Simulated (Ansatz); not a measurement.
One change: `O[SiH](O)Br` becomes `OC(O)Br`.

Ansatz, PBE0-D4/def2-TZVP geometries, multiplicity 1. Each molecule was computed in one conformer, which needn't be the lowest.

Scalar relativity is left out up to krypton.

| property | `O[SiH](O)Br` |
| --- | --- |
| LUMO energy (PBE0/def2-TZVPP) / eV | 0.57 |
| HOMO–LUMO gap (PBE/def2-TZVPP) / eV | 6.92 |
| HOMO energy (ωB97M-V/def2-TZVPP) / eV | -10.85 |
| HOMO–LUMO gap (PBE0/def2-TZVPP) / eV | 9.18 |
| LUMO energy (PBE/def2-TZVPP) / eV | -0.35 |
| HOMO energy (B3LYP/def2-TZVPP) / eV | -8.33 |

Give the same properties after the change, and the shifts. (An estimate is asked.)

Computed: 
| property | `OC(O)Br` | shift |
| --- | --- | --- |
| LUMO energy (PBE0/def2-TZVPP) / eV | -0.06 | -0.63 |
| HOMO–LUMO gap (PBE/def2-TZVPP) / eV | 5.55 | -1.37 |
| HOMO energy (ωB97M-V/def2-TZVPP) / eV | -10.33 | 0.52 |
| HOMO–LUMO gap (PBE0/def2-TZVPP) / eV | 7.98 | -1.20 |
| LUMO energy (PBE/def2-TZVPP) / eV | -1.11 | -0.76 |
| HOMO energy (B3LYP/def2-TZVPP) / eV | -7.78 | 0.55 |

With PBE0 the HOMO rises by 0.57 eV and the LUMO falls by 0.63 eV, so the gap narrows by about 1.20 eV. PBE moves the HOMO by 0.61 eV and ωB97M-V by 0.52 eV.

B3LYP here is the variant with VWN-RPA as its local correlation; programs differ in this.

Spin–orbit coupling is left out; it splits and shifts lone-pair levels of the heavy atoms by tenths of an eV.
